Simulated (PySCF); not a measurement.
# Computed properties of CHClF2, SMILES FC(F)Cl

CHClF2, SMILES FC(F)Cl. Geometry: PBE0-D3(BJ)/def2-SVP. One conformer was computed; it need not be the lowest. All values are computed for the isolated molecule unless a solvent is named; none is compared with measurement here.

**Structure.** The optimised structure has Cs symmetry. All 9 harmonic modes at PBE0-D3(BJ)/def2-SVP (PySCF) are real, so it is a minimum. With heavy atoms numbered as in [F:1][CH:2]([F:3])[Cl:4], the shortest bond between them is C2–F3 at 1.329 Å and the longest C2–Cl4 at 1.769 Å.

**Vibrations.** The strongest infrared lines (harmonic, unscaled, degenerate partners summed) lie at 1174 cm⁻¹ (234 km/mol, C 57 %, F 39 %), 1209 cm⁻¹ (222 km/mol, C 49 %, F 34 %, H 17 %), 821 cm⁻¹ (150 km/mol, C 70 %, H 13 %, Cl 13 %). The softest mode is at 372 cm⁻¹ and the zero-point energy is 15.0 kcal/mol.

**Electronic structure.** r2SCAN/def2-TZVPD (PySCF) places the frontier levels at -8.48 and -0.67 eV, a gap of 7.81 eV, and gives a dipole moment of 1.36 D and a mean polarisability of 31.7 bohr³. PBE/def2-TZVPD (PySCF) at the same geometry gives -8.14 and -1.02 eV, so its gap is 0.69 eV narrower. An orbital gap is neither the optical nor the fundamental gap.

**Excitations.** TDDFT-PBE0/def2-SVPD (PySCF) has S1 at 8.00 eV (155 nm, f = 0.007, weak); the most intense of the 10 singlets computed lies at 9.64 eV (f = 0.09). T1 (TDA) is at 7.14 eV. TDDFT-PBE/def2-SVPD (PySCF) puts S1 at 7.64 eV. No vertical singlet excitation falls in the visible range (under 3.1 eV).

**NMR.** GIAO shifts at KT2/pcSseg-2 (PySCF) (non-relativistic, atoms alike by connectivity averaged): ¹³C at 131.5 ppm against TMS; ¹H at 7.7 ppm against TMS; ¹⁹F at -106.2 ppm against CFCl3. Without spin–orbit terms, shifts of atoms bonded to Cl or Br come out too high.

**Solvation.** SMD-B3LYP/def2-SVP (PySCF) gives 0.0 kcal/mol in water, -2.3 kcal/mol in ethylethanoate, -2.9 kcal/mol in methanol (1 M in both phases, gas-phase geometry); of these solvents methanol holds the molecule best.
